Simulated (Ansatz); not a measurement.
Consider the redistribution: `CO[SiH](C)[SeH]` + `[F][Hf]([F])([F])[SeH]` → `CO[SiH](C)F` + `[F][Hf]([F])([SeH])[SeH]`.

Calculated with Ansatz (gas phase, PBE0-D4/def2-TZVP geometries, no zero-point term in ΔE). CBS: MP2 limit from def2 TZ/QZ plus the TZ coupled-cluster correction, frozen cores. Functionals use def2-TZVPP. B3LYP here is the variant with VWN-RPA as its local correlation; programs differ in this. def2 core potentials past Kr. For Hf, Se outer-core shells are correlated without core-valence functions, which leaves a few kJ/mol of doubt a bond. Scalar relativity is left out up to krypton. Each species was taken in one conformer, which may not be the lowest.

`CO[SiH](C)[SeH]`:

Cartesian coordinates in Å:
```
C 0.063 -1.060 -1.859
O -0.190 -0.973 -0.476
Si 0.241 0.309 0.451
C -0.410 -0.022 2.152
Se -0.659 2.274 -0.308
H -0.452 -0.262 -2.405
H -0.307 -2.023 -2.213
H 1.137 -0.999 -2.075
H 1.718 0.485 0.402
H -0.075 0.749 2.849
H -1.502 -0.036 2.151
H -0.057 -0.994 2.505
H 0.492 2.552 -1.174
```

`[F][Hf]([F])([F])[SeH]`:

```xyz
6

F    -0.423    0.363   -1.974
Hf    0.425    0.311   -0.282
F     2.283    0.012   -0.461
F     0.077    1.961    0.580
Se   -0.516   -1.636    1.121
H    -1.847   -1.011    1.015
```

`CO[SiH](C)F`:

Z-matrix (Å, degrees):
```
C
O 1 1.411
H 1 1.094 2 110.9
H 1 1.091 2 108.3 3 119.3
H 1 1.096 2 111.6 3 -121.3
Si 2 1.628 1 124.7 3 78.1
F 6 1.602 2 109.7 1 -65.8
C 6 1.843 2 108.2 1 175.0
H 6 1.486 2 109.8 1 49.4
H 8 1.092 6 110.5 2 57.7
H 8 1.092 6 110.7 2 177.7
H 8 1.092 6 110.5 2 -62.2
```

`[F][Hf]([F])([SeH])[SeH]`:

Cartesian coordinates in Å:
```
F 1.450 -0.435 1.815
Hf 0.208 -0.275 0.400
F -1.431 -1.099 0.855
Se 1.244 -1.297 -1.710
Se -0.240 2.197 -0.149
H -0.125 -1.371 -2.253
H -1.106 2.280 1.042
```

(1) Is it downhill or uphill in electronic energy at CCSD(T)/CBS, and by how much? (An estimate is asked.)

(2) What do these levels give: ωB97M-V, B3LYP, HF/def2-TZVPP, SCS-MP2/def2-TZVPP, CCSD/def2-TZVPP, SCS-MP2/def2-QZVPP? (An estimate is asked.)

Largest T1 diagnostic among the species: 0.015.

Results:

(1) The calculation gave: Downhill: ΔE = -10.3 kJ/mol.

(2) Computed: ωB97M-V -3.9, B3LYP -8.3, HF/def2-TZVPP -21.3, SCS-MP2/def2-TZVPP -13.3, CCSD/def2-TZVPP -13.7, SCS-MP2/def2-QZVPP -12.0 kJ/mol.

In def2-TZVPP, CCSD(T) changes the Hartree–Fock value by +8.3 kJ/mol (the triples alone add +0.7 kJ/mol) and MP2 by +7.5 kJ/mol. From PBE to PBE0 (25 % exact exchange), in def2-TZVPP and without D4, ΔE moves by −6.5 kJ/mol. The D4 term adds +4.6 kJ/mol with B3LYP and +2.4 kJ/mol with PBE0; it sums over pairs of atoms, weighted by their polarisabilities, and B3LYP, whose exchange is more repulsive, gets the larger term.
